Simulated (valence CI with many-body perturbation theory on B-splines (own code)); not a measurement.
**Forbidden lines of Pr XXI**

Calculated by relativistic CI+MBPT: three valence electrons over a frozen Dirac-Fock core [Kr], a basis of 9 s, 9 p, 10 d, 8 f, 5 g, 3 h, 1 i functions for each j, with the one-electron correlation potential Σ1 (screened to all orders), the two-electron term Σ2, the three-electron term Σ3, Breit, model QED; selected single and double excitations, second order for the rest (own B-spline code, finite nucleus).

No measured levels were compared; by estimate terms of the open shell hold to 2 to 4 % of their energy, and close levels can change places. Only levels of the ground parity were solved; by the run's estimate the other parity begins above the list, which can be wrong where configurations are misplaced.

Lines 1 to 50 of 70 in falling wavelength, among levels below 180260 cm⁻¹, chosen from the decays that carry over 1 % of a level's rate. Wavelengths and rates use the calculated energies, so an error of 2000 cm⁻¹ moves a line at 1525 nm by 30 % and its rate by three times that or more. Weak lines are less certain than strong ones. Lines between different terms over intervals too small for the method are left out, as are lines whose strength nearly cancels. The highest levels of a list are the least certain.

Names give the largest LS component (configuration and term), which can be under half, so a name can repeat, a term be missing and a line seem to break the LS rules; names also repeat where a configuration has a term twice. Letters in brackets count levels of one name in rising energy.

```
λ vac (nm)           Upper           Lower  Type   A (s⁻¹)  Branch %
      1525  4d³ ²G_9/2 [a]      4d³ ⁴F_7/2    M1  3.89e+00     100.0
      1375      4d³ ⁴P_1/2      4d³ ⁴P_3/2    M1  1.01e+01       5.9
     665.6      4d³ ⁴F_7/2      4d³ ⁴F_5/2    M1  9.92e+01     100.0
     583.7  4d³ ²D_5/2 [a]  4d³ ²D_3/2 [a]    M1  3.79e+01       3.4
     558.6      4d³ ⁴P_3/2      4d³ ⁴F_5/2    M1  3.43e+01       6.0
     490.7     4d³ ²H_11/2      4d³ ²H_9/2    M1  5.39e+01      13.0
     458.7  4d³ ²G_9/2 [b]     4d³ ²H_11/2    M1  3.77e+01       1.7
     413.3      4d³ ⁴F_5/2      4d³ ⁴F_3/2    M1  4.83e+02     100.0
     413.2      4d³ ²P_3/2  4d³ ²D_5/2 [a]    M1  3.39e+01       1.4
     405.6      4d³ ²F_5/2  4d³ ²D_3/2 [a]    M1  1.45e+01       1.8
     347.5  4d³ ²D_5/2 [a]      4d³ ⁴P_5/2    M1  1.19e+01       1.1
     339.1      4d³ ²H_9/2  4d³ ²G_9/2 [a]    M1  4.52e+02      54.0
     313.9  4d³ ²D_5/2 [a]      4d³ ²G_7/2    M1  3.14e+01       2.9
     310.0      4d³ ²G_7/2      4d³ ⁴F_7/2    M1  3.00e+02      20.8
     308.1      4d³ ⁴P_5/2      4d³ ⁴P_3/2    M1  3.05e+02      73.3
     283.0      4d³ ⁴P_5/2      4d³ ⁴F_7/2    M1  2.88e+01       6.9
     277.4      4d³ ²H_9/2      4d³ ⁴F_7/2    M1  3.84e+02      45.9
     275.5      4d³ ²F_5/2      4d³ ⁴P_5/2    M1  3.02e+02      38.2
     274.1      4d³ ²P_3/2      4d³ ²P_1/2    M1  3.62e+02      14.6
     271.5  4d³ ²D_3/2 [a]      4d³ ⁴P_1/2    M1  2.25e+02       8.9
     262.5  4d³ ²D_3/2 [b]      4d³ ²P_3/2    M1  5.00e+01       1.9
     254.0      4d³ ²F_5/2      4d³ ²G_7/2    M1  3.95e+01       5.0
     243.4      4d³ ²F_7/2      4d³ ⁴P_5/2    M1  2.00e+01       2.8
     241.9      4d³ ²P_3/2  4d³ ²D_3/2 [a]    M1  6.72e+02      27.1
     239.9      4d³ ²P_1/2      4d³ ⁴P_1/2    M1  1.26e+03      94.5
     237.5      4d³ ⁴P_3/2      4d³ ⁴F_3/2    M1  5.39e+02      94.0
     237.1  4d³ ²G_9/2 [b]      4d³ ²H_9/2    M1  9.13e+02      42.4
     226.7  4d³ ²D_3/2 [a]      4d³ ⁴P_3/2    M1  1.25e+03      49.3
     226.5      4d³ ²F_7/2      4d³ ²G_7/2    M1  1.42e+02      19.6
     218.4  4d³ ²D_5/2 [b]      4d³ ²P_3/2    M1  7.89e+01       1.7
     217.5  4d³ ²G_9/2 [b]      4d³ ²G_7/2    M1  1.07e+03      49.6
     211.5      4d³ ²G_7/2      4d³ ⁴F_5/2    M1  1.14e+03      79.1
     204.3      4d³ ²P_1/2      4d³ ⁴P_3/2    M1  3.33e+01       2.5
     202.6      4d³ ⁴P_1/2      4d³ ⁴F_3/2    M1  1.61e+02      93.5
     200.5     4d³ ²H_11/2  4d³ ²G_9/2 [a]    M1  3.60e+02      86.9
     198.6      4d³ ⁴P_5/2      4d³ ⁴F_5/2    M1  4.96e+01      11.9
     188.8      4d³ ²P_3/2      4d³ ⁴P_5/2    M1  7.67e+02      31.0
     182.6  4d³ ²D_3/2 [b]      4d³ ²F_5/2    M1  2.78e+02      10.6
     173.3  4d³ ²D_5/2 [b]      4d³ ²F_7/2    M1  4.91e+02      10.4
     163.3  4d³ ²D_5/2 [a]      4d³ ⁴P_3/2    M1  2.31e+02      21.0
     161.3  4d³ ²D_3/2 [a]      4d³ ⁴F_5/2    M1  8.42e+02      33.2
     160.5  4d³ ²D_3/2 [b]  4d³ ²D_5/2 [a]    M1  9.36e+02      35.6
     160.1  4d³ ²D_5/2 [b]      4d³ ²F_5/2    M1  1.34e+03      28.3
     156.0  4d³ ²D_5/2 [a]      4d³ ⁴F_7/2    M1  6.01e+02      54.6
     145.4      4d³ ²F_5/2      4d³ ⁴P_3/2    M1  1.66e+02      21.0
     143.2      4d³ ²F_7/2  4d³ ²G_9/2 [a]    M1  3.25e+02      44.9
     139.6      4d³ ²F_5/2      4d³ ⁴F_7/2    M1  1.06e+02      13.4
     134.1      4d³ ⁴P_5/2      4d³ ⁴F_3/2    M1  3.26e+01       7.8
     134.1  4d³ ²D_3/2 [b]      4d³ ²P_1/2    M1  1.88e+02       7.2
     130.9      4d³ ²F_7/2      4d³ ⁴F_7/2    M1  1.38e+02      19.1
```
